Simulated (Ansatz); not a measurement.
Geometry optimisation, Ansatz 0.2.0, RKS PBE0-D4/def2-SVP.

Input file:

```yaml
crystal:
  periodic: [false, false, false]
  atoms:
    - { symbol: Hf, position_ang: [0.444406, -0.43852, -0.485998] }
    - { symbol: Cl, position_ang: [-1.005577, -0.718066, 2.924051] }
    - { symbol: Cl, position_ang: [1.678002, -0.385495, -2.463256] }
    - { symbol: F, position_ang: [0.466806, 1.30139, 0.258733] }
    - { symbol: Cl, position_ang: [-1.649518, -1.399744, -0.886107] }
    - { symbol: P, position_ang: [1.762181, -1.939031, 1.143748] }
    - { symbol: H, position_ang: [1.119445, -3.128422, 0.665752] }
    - { symbol: H, position_ang: [2.933282, -2.087401, 0.334978] }
    - { symbol: H, position_ang: [0.253374, -1.114411, 3.1182] }
basis:
  gaussian: { orbitals: def2-SVP }
hamiltonian:
  xc: pbe0
  dispersion: d4
relax:
  f_tol: 0.03
  max_steps: 50
```

Command:

```bash
$ ansatz run input.yaml --threads 4 --pin off --max-ram 5120MiB --backend cpu --events-out ev --progress --plain --runs-dir out
```

Question: Where does it end, and by what steps?

Answer: The run converged. After 9 steps the energy has fallen by 0.097 eV; Cl2 moved furthest, 0.47 Å. Joined: Hf1–Cl2 (3.72 → 3.01 Å).

```tsv
step	energy less start (eV)	largest force component (eV/Å)	accepted
0	0.0000	1.031	yes
1	-0.0381	0.486	yes
2	-0.0671	0.409	yes
3	-0.0747	0.269	yes
4	-0.0831	0.349	yes
5	-0.0935	0.262	yes
6	-0.0945	0.086	yes
7	-0.0936	0.211	no
8	-0.0971	0.042	yes
9	-0.0974	0.023	yes
```

```xyz
9
Properties=species:S:1:pos:R:3
Hf 0.337 -0.439 -0.274
Cl -0.897 -0.684 2.466
Cl 1.530 -0.419 -2.276
F 0.473 1.352 0.335
Cl -1.767 -1.318 -0.848
P 1.854 -1.985 1.208
H 1.213 -3.181 0.755
H 2.997 -2.109 0.366
H 0.262 -1.126 2.878
```

Run time: 33 s on 4 threads of Arm Neoverse V2, with other jobs on the host, peak memory 0.38 GiB.
